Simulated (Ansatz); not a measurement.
```yaml
crystal:
  periodic: [false, false, false]
  atoms:
    - {symbol: Si, position_ang: [-3.612602, -1.089610, -2.010999]}
    - {symbol: Si, position_ang: [-4.295148, 2.824062, 1.813964]}
    - {symbol: Si, position_ang: [-0.796344, -0.976263, -4.625218]}
    - {symbol: Si, position_ang: [-0.788464, -3.696691, -1.889846]}
    - {symbol: Si, position_ang: [-0.878828, -0.992811, 0.844870]}
    - {symbol: Si, position_ang: [1.873463, -3.630644, 0.878191]}
    - {symbol: Si, position_ang: [1.862532, -0.911699, -1.831851]}
    - {symbol: Si, position_ang: [1.797219, -0.918802, 3.588082]}
    - {symbol: Si, position_ang: [-0.895581, 1.749355, -1.885415]}
    - {symbol: Si, position_ang: [-0.953919, 4.543070, 0.792880]}
    - {symbol: Si, position_ang: [1.762513, 1.790567, 0.873392]}
    - {symbol: Si, position_ang: [-0.976444, 1.704447, 3.590845]}
    - {symbol: Si, position_ang: [4.554029, -0.875226, 0.913327]}
    - {symbol: Si, position_ang: [-2.136454, -2.385731, -3.302084]}
    - {symbol: Sb, position_ang: [-2.593605, 0.586849, -0.299537]}
    - {symbol: Si, position_ang: [-2.150307, 3.450254, 2.512590]}
    - {symbol: Si, position_ang: [0.492315, 0.400778, -3.220681]}
    - {symbol: Si, position_ang: [0.510331, -2.306311, -0.511821]}
    - {symbol: Si, position_ang: [0.419049, 0.403732, 2.212900]}
    - {symbol: Si, position_ang: [3.201985, -2.260062, 2.256278]}
    - {symbol: Si, position_ang: [3.184542, 0.465520, -0.454607]}
    - {symbol: Si, position_ang: [0.413176, 3.134745, -0.508787]}
    - {symbol: H, position_ang: [-4.487584, -0.259366, -2.918543]}
    - {symbol: H, position_ang: [-4.515070, -1.992697, -1.205900]}
    - {symbol: H, position_ang: [-4.730174, 1.424280, 2.165383]}
    - {symbol: H, position_ang: [-4.645698, 3.150877, 0.384600]}
    - {symbol: H, position_ang: [-1.675535, -0.131085, -5.514373]}
    - {symbol: H, position_ang: [0.106992, -1.807594, -5.502991]}
    - {symbol: H, position_ang: [-1.655110, -4.585357, -1.031371]}
    - {symbol: H, position_ang: [0.119742, -4.575342, -2.715073]}
    - {symbol: H, position_ang: [-1.692995, -1.906271, 1.733726]}
    - {symbol: H, position_ang: [0.999124, -4.525222, 1.722763]}
    - {symbol: H, position_ang: [2.750736, -4.507146, 0.016763]}
    - {symbol: H, position_ang: [2.754623, -1.786283, -2.683926]}
    - {symbol: H, position_ang: [0.934269, -1.790215, 4.467906]}
    - {symbol: H, position_ang: [2.626152, -0.023462, 4.476817]}
    - {symbol: H, position_ang: [-1.740286, 2.623685, -2.785059]}
    - {symbol: H, position_ang: [-1.944842, 5.251291, -0.101259]}
    - {symbol: H, position_ang: [-0.073550, 5.595215, 1.424979]}
    - {symbol: H, position_ang: [2.592451, 2.670444, 1.781038]}
    - {symbol: H, position_ang: [-1.971210, 0.792700, 4.270739]}
    - {symbol: H, position_ang: [-0.111668, 2.319230, 4.666789]}
    - {symbol: H, position_ang: [5.461544, -1.723097, 0.055478]}
    - {symbol: H, position_ang: [5.415594, -0.000498, 1.791161]}
    - {symbol: H, position_ang: [-2.961506, -3.282593, -4.199897]}
    - {symbol: H, position_ang: [-2.334723, 4.505309, 3.583109]}
    - {symbol: H, position_ang: [1.363459, 1.318551, -4.050796]}
    - {symbol: H, position_ang: [4.081760, -3.118761, 3.136862]}
    - {symbol: H, position_ang: [4.031698, 1.364795, -1.326333]}
    - {symbol: H, position_ang: [1.308380, 3.989087, -1.379026]}
basis:
  gaussian: {orbitals: STO-3G}
total_charge: 1
hamiltonian: {xc: {name: PBE0-DH}}
scf: {omitted_lower_state_checks: [starts]}
output: {forces: true}
```

```sh
$ ansatz run in.yaml --threads 2 --pin off --events-out ev --progress --plain --max-ram 22528MiB --backend cuda --devices 0, --max-vram 18GiB
```

Shortened log:

```
Functional definition: PBE0-DH
  name "PBE0-DH"
  cite "Brémond & Adamo, J. Chem. Phys. 135, 024106 (2011) doi:10.1063/1.3604569"
  cite "Perdew, Burke & Ernzerhof, Phys. Rev. Lett. 77, 3865 (1996) doi:10.1103/PhysRevLett.77.3865"
  parameter a = 1/2
  parameter c = 1/8
  exchange = (1 - a)*pbe_x + a*exact_x
  correlation = (1 - c)*pbe_c + c*(mp2_os + mp2_ss)
these checks for a lower state are left out or cut short: starts
2717 factors; integrals over basis functions are off by at most 3.8e-5 eV
mean field evaluation 1: about -334049.6922 eV, gradient 3.3e1 eV
mean field evaluation 2: about -334049.7153 eV, gradient 3.3e1 eV
mean field evaluation 4: about -334054.6110 eV, gradient 6.6e0 eV
mean field evaluation 8: about -334054.8556 eV, gradient 5.3e-2 eV
mean field evaluation 16: about -334054.8557 eV, gradient 9.7e-6 eV
mean field -334054.85568308 eV, -12276.2895158394 hartree, gradient 9.7e-6 eV, S^2 0.000000; 0 other end points of the search recorded, 0 dependent functions left out
123 core orbitals not correlated: weight in the atoms' cores, before any rotation towards them, 0.999 or more for the frozen orbitals, at most 0.000 for the correlated occupied ones
reference -334054.85571300 eV, -12276.2895169389 hartree; 63, 63 occupied and 58, 58 virtual orbitals, 2717 factors
second order -29.52783341 eV of doubles, -0.00000000 eV of singles
the calculation of the forces begins
Total energy: -334058.54669217 eV, -12276.4251579218 hartree
Atom 0 force    -1.172672    -0.335209    -0.346065 eV/Å
Atom 1 force     2.485236    -2.594481    -2.384399 eV/Å
Atom 2 force    -0.098003     0.037068    -0.003159 eV/Å
Atom 3 force    -0.098237     0.053522     0.003213 eV/Å
Atom 4 force     0.315832    -0.222814     1.124440 eV/Å
Atom 5 force     0.087262     0.086123     0.253775 eV/Å
Atom 6 force     0.036346     0.237261     0.044614 eV/Å
Atom 7 force     0.138773    -0.183903    -0.041851 eV/Å
Atom 8 force     0.386589     1.270876    -0.385970 eV/Å
Atom 9 force     0.094573     0.268814    -0.454793 eV/Å
Atom 10 force     0.103357    -0.016085    -0.210229 eV/Å
Atom 11 force     0.069174    -0.448235     0.198824 eV/Å
Atom 12 force    -0.049938    -0.043074     0.073074 eV/Å
Atom 13 force     0.432952    -0.092954    -0.121044 eV/Å
Atom 14 force     0.605931    -0.369226    -0.512325 eV/Å
Atom 15 force     0.753156     0.951619     0.908642 eV/Å
Atom 16 force     0.039933    -0.513160    -0.196757 eV/Å
Atom 17 force     0.095595    -0.443088    -0.376690 eV/Å
Atom 18 force     0.124555     0.114144     0.355506 eV/Å
Atom 19 force     0.062833     0.060557    -0.074447 eV/Å
Atom 20 force     0.165157    -0.153534     0.079479 eV/Å
Atom 21 force     0.053803     0.021431     0.236665 eV/Å
Atom 22 force     0.878074    -0.881286     1.035631 eV/Å
Atom 23 force     0.909941     1.028966    -0.857157 eV/Å
Atom 24 force    -0.225679     1.494684    -0.102682 eV/Å
Atom 25 force    -0.303222    -0.044099     1.489967 eV/Å
Atom 26 force     0.970800    -0.922138     0.928932 eV/Å
Atom 27 force    -0.992301     0.921806     0.941475 eV/Å
Atom 28 force     0.939701     0.918705    -0.956573 eV/Å
Atom 29 force    -1.018091     0.928979     0.900305 eV/Å
Atom 30 force     0.788137     1.005695    -0.959657 eV/Å
Atom 31 force     0.939398     0.914352    -0.956738 eV/Å
Atom 32 force    -1.028443     0.926326     0.902065 eV/Å
Atom 33 force    -0.992622     0.942539     0.883014 eV/Å
Atom 34 force     0.915552     1.001827    -0.891318 eV/Å
Atom 35 force    -0.969224    -0.951829    -0.915070 eV/Å
Atom 36 force     0.844673    -0.940307     0.982513 eV/Å
Atom 37 force     1.028214    -0.738150     1.044408 eV/Å
Atom 38 force    -1.105673    -1.138378    -0.545425 eV/Å
Atom 39 force    -0.935818    -0.903282    -0.964603 eV/Å
Atom 40 force     1.007250     1.092641    -0.694017 eV/Å
Atom 41 force    -1.109122    -0.516589    -1.158251 eV/Å
Atom 42 force    -0.951388     0.956739     0.931430 eV/Å
Atom 43 force    -0.893543    -0.948813    -0.985286 eV/Å
Atom 44 force     0.739271     1.059061     1.064869 eV/Å
Atom 45 force    -0.049831    -1.144299    -1.177442 eV/Å
Atom 46 force    -1.041012    -0.857326     0.962831 eV/Å
Atom 47 force    -0.993136     0.919462    -0.925477 eV/Å
Atom 48 force    -0.937630    -0.935672     0.928188 eV/Å
Atom 49 force    -1.046480    -0.875266     0.923565 eV/Å
Dipole moment:    -1.631247     1.049792     0.493290 e Å
Checks for a lower state left out: starts
```

Run time 13 s (2 threads of AMD EPYC 7R13 on a shared host and a share (18 GiB) of an NVIDIA H100 80GB HBM3), peak host memory 2.8 GiB.

Correlated methods freeze 123 core orbitals; core or outer-core shells of Sb are correlated, in sets that lack core-valence functions.

The dipole of an ion depends on the origin.
